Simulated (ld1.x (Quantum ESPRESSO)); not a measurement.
# iron: one change to a TM semilocal potential, before and after

```
Element                 : Fe (Z = 26)
Generator               : ld1.x (Quantum ESPRESSO) 7.5
Type                    : norm-conserving Troullier–Martins (semilocal form)
Functional              : PBE
Relativity              : non-relativistic
Frozen core             : [Ne]
Valence charge          : 16
Reference configuration : 3s2 3p6 3d6 4s2 4p0
Partial waves           : 3s (bound): rc 0.75 bohr; 3d (bound): rc 0.80 bohr; 3p (bound): rc 0.75 bohr
Local potential         : the p channel
Core correction         : none
```

Occupied shells without a wave of their own: 4s. They enter only through the test configuration that unscreens the potential.

Change: all radii scaled by about 0.79 (s 0.60, p 0.60, d 0.62 bohr).

Cutoffs: the cutoffs (Ry, on a coarse ladder) from which the occupation-weighted sum of valence levels, in a spherical-Bessel basis at the reference potential, stays within 10 and 1 mRy of its value at 400 Ry; they do not see the model core or the augmentation charge, which bear on the density cutoff. Errors are all-electron minus pseudo energies relative to the spin-unpolarised reference configuration.

What does the change do?

Of the 7 tests that both files solve, the error grows in 7 and shrinks in 0 by more than 15 % and 0.3 meV (median size 81.7 → 138.5 meV); neither file shows a bound ghost. That the errors move this way runs against the usual rule that smaller radii transfer better. A semilocal file is local in each channel, so a ghost entry of none says nothing of the separable form that plane-wave codes build from it.

| quantity | base | changed |
| --- | --- | --- |
| cutoff, loose | 300 Ry | over 300 Ry |
| cutoff, tight | over 300 Ry | over 300 Ry |
| loose cutoff by channel (10 mRy a level) | s 180 Ry, d 230 Ry, p 100 Ry | s over 300 Ry, d over 300 Ry, p 300 Ry |
| bound ghosts | none | none |
| largest miss of a reference level, eV | 0.04 | 0.07 |
| error for 3s2 3p6 3d6 4s1 4p0, meV [ΔE 8.60 eV] | -56 | -95 |
| error for 3s2 3p6 3d6 4s0 4p0, meV [ΔE 24.59 eV] | -143 | -244 |
| error for 3s2 3p6 3d5 4s0 4p0, meV [ΔE 59.03 eV] | -220 | -376 |
| error for 3s2 3p6 3d6 4s0 4p1, meV [ΔE 13.49 eV] | -105 | -178 |
| error for 3s2 3p6 3d6 4s0 4p2, meV [ΔE 8.19 eV] | -82 | -138 |
| error for 3s2 3p5 3d6 4s2 4p0, meV [ΔE 67.31 eV] | +27 | +33 |
| error for 3s2 3p6 3d6.5 4s1.5 4p0, meV [ΔE -0.89 eV] | -17 | -29 |

Base: The 4s level has no wave, so the channel is fitted at the deeper level alone: the likely source of the large errors. Changed file: The 4s level has no wave, so the channel is fitted at the deeper level alone: the likely source of the large errors.
